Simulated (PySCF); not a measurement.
Dipole moment and polarisability of Ti(SMe)Me3

Species: Ti(SMe)Me3, C4H12STi (singlet state).
Structure used (PBE0-D3(BJ)/def2-SVP), in Å, numbered top down from 1:
```xyz
18
C4H12STi angstrom
Ti    -0.2530   -0.3961   -0.1031
S     -0.1838   -0.5559    2.1710
C      0.7625    0.9983    2.3470
H      1.7290    0.7839    2.8230
H      0.1929    1.6999    2.9714
H      0.9599    1.4871    1.3786
C      1.6389   -0.3350   -0.9033
H      2.1388    0.6353   -0.7479
H      1.5490   -0.5218   -1.9886
H      2.2505   -1.1334   -0.4488
C     -1.2107    1.3184   -0.7131
H     -1.4142    1.2169   -1.7945
H     -0.6120    2.2292   -0.5472
H     -2.1684    1.4126   -0.1729
C     -1.2258   -1.9865   -0.9387
H     -2.2467   -2.0488   -0.5224
H     -0.6763   -2.9134   -0.6979
H     -1.2870   -1.8738   -2.0349
```

Level: CAM-B3LYP/def2-SVPD (PySCF), static field, nuclei fixed, core orbitals frozen in the response. The polarisability tensor in these axes (au):

```
x   109.91   4.42   4.96
y     4.42 113.64   6.04
z     4.96   6.04 124.50
```

Question: What are the eigenvalues, a third of the trace, and Δα (Δα² = ½Σ(αi − αj)² over the three pairs)?

Answer: Principal values 106.92, 111.84 and 129.29 au; mean 116.01 au = 17.19 Å³ = 19.13 × 10⁻⁴⁰ C²·m²/J; Δα = 20.36 au (18 % of the mean).

Question: What is the dipole moment, and where does it point?

Answer: (0.58, 1.05, -0.81) D, 1.44 D in size, pointing from the negative to the positive side. Measured along this direction, the outermost atoms are H16 and H17 at the negative end and H8 and H13 at the positive end.

Question: Directions of the eigenvectors, and the extent of the frame along each?

Answer: Largest value along (0.31, 0.42, 0.85), where the nuclei span 6.23 Å; middle along (0.40, 0.76, -0.52), 3.90 Å; least along (0.86, -0.50, -0.07), 5.11 Å. The strongest response lies along the longest span, while the other two are in reverse order.

Question: What depolarisation ratio follows for Rayleigh scattering of linearly polarised light, taking the static tensor?

Answer: ρ = 3Δα²/(45ᾱ² + 4Δα²) = 1243.7/(605669 + 1658.3) = 0.00205.

Question: How large is μ²/3kT at 350 K beside α?

Answer: In Gaussian units μ²/3kT = 14.38 Å³ against 17.19 Å³, a ratio of 0.84; the Debye molar polarisation (4π/3)N_A(α + μ²/3kT) is 79.6 cm³/mol, leaving out the vibrational part.

Isolated species at its PBE0-D3(BJ)/def2-SVP geometry, gas phase.
